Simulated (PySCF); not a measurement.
From computed data to an observable: dipole moment from atomic charges

Be(OH)(SH) (BeH2OS), SMILES [OH][Be][SH]. Atoms are numbered in the order given.

```xyz
5

Be    -0.0167    -0.6408     0.0433
O     -0.1229    -2.0449     0.1604
H      0.0372    -2.7223    -0.4891
S      0.1357     1.2652    -0.0369
H     -1.1581     1.4023    -0.3778
```

The structure is a stationary point at PBE0-D3(BJ)/def2-TZVP. The values are those of a single conformer.

Charges (e) from PySCF with ωB97X/def2-TZVPD:

| atom | ESP fit | IAO |
|---|---|---|
| Be1 | 0.599 | 1.521 |
| O2 | -0.704 | -1.220 |
| H3 | 0.371 | 0.380 |
| S4 | -0.409 | -0.778 |
| H5 | 0.144 | 0.097 |

The dipole moment of the full density is 1.81 D.

Question: What dipole moment does each set of point charges give, and which comes closer to that of the density?

Answer: 
μ = Σ q r, and 1 e Å = 4.8032 D.
ESP fit: Σ q r = (-0.132, -0.270, -0.308) e Å, |μ| = 2.07 D.
IAO: Σ q r = (-0.079, -0.363, -0.324) e Å, |μ| = 2.37 D.
ESP fit comes closer in size. Point charges leave out the atoms' own dipoles (lone pairs, polarised bonds); fits to the potential absorb them, partitions of the density don't.
